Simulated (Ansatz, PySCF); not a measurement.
C2H7Al, charge +1, doublet, at a GFN2-xTB geometry (such geometries of metal compounds can be far from the true shape) (a state made from the parent by changing its charge; the spin is typed, not shown lowest). Base run: PySCF with CASSCF(3,3)/6-31G.

Here is a job for PySCF.
```python
from pyscf import gto, scf, mcscf
import numpy

mol = gto.Mole()
mol.atom = '''
    Al    0.215750   -0.058623   -0.174075
    C    -0.491612   -1.822315    0.463566
    H     0.095499   -2.581909   -0.080292
    H    -1.557255   -1.946942    0.232044
    H    -0.342761   -1.950567    1.543594
    C     0.062029    1.939041   -0.116963
    H     0.903838    2.310370   -0.726008
    H     0.147880    2.329896    0.905089
    H    -0.884248    2.283969   -0.553600
    H     1.409788   -0.383066   -1.137467
'''
mol.basis = '6-31g'
mol.charge = 1
mol.spin = 1
mol.verbose = 4
mol.build()

mf = scf.ROHF(mol)
mf.kernel()
mc = mcscf.CASSCF(mf, 3, 3)
mc.fix_spin_(ss=0.75)
mc.kernel()
occ = numpy.linalg.eigvalsh(mc.fcisolver.make_rdm1(mc.ci, mc.ncas, mc.nelecas))[::-1]
ss = mc.fcisolver.spin_square(mc.ci, mc.ncas, mc.nelecas)[0]
print('natural occupations', occ.round(4), ' <S^2>', round(ss, 4))
```

Programs used: Ansatz (a program for electronic structure), PySCF; a row that names a program was run with it.

Each row names what was changed in the base input (with any setting that the change needs).

| change | ΔE vs base (kcal/mol) | natural occupations | <S^2> of the state | outcome |
|---|---|---|---|---|
| base | 0.000 | 1.98 1.00 0.02 | 0.75 | converged |
| code = ansatz; correction = SC-NEVPT2, all electrons | -133.5 | - | - | converged |
| fix_spin_ = off | -3.41 | 1.96 1.00 0.04 | 0.75 | converged |
| active space = 3 electrons, 5 orbitals | 0.208 | 1.96 1.01 0.03 0.01 0.00 | 0.75 | converged |
| active space = 5 electrons, 4 orbitals | -3.85 | 2.00 1.96 1.00 0.04 | 0.75 | converged |
| code = ansatz | -3.41 | - | - | converged |
| conv_tol = 1e-5 | 9.66 | 2.00 1.00 0.00 | 0.75 | converged |
| state_average = 2 states | 7.61 | - | - | converged |
| correction = SC-NEVPT2 | -133.9 | 1.98 1.00 0.02 | 0.75 | converged |
| active space = 7 electrons, 6 orbitals | - | - | - | not converged |
| orbitals = fixed (CASCI); correction = SC-NEVPT2 | -132.9 | 2.00 1.00 0.00 | 0.75 | converged |

Active orbitals are taken around the Fermi level unless the row says otherwise; CASSCF can end in different local minima, and two programs can end on different orbitals. State-averaged rows give the lowest state.

Open shells are given as the SCF converged; they aren't shown to be the lowest states, and a large step between rows can be another state.
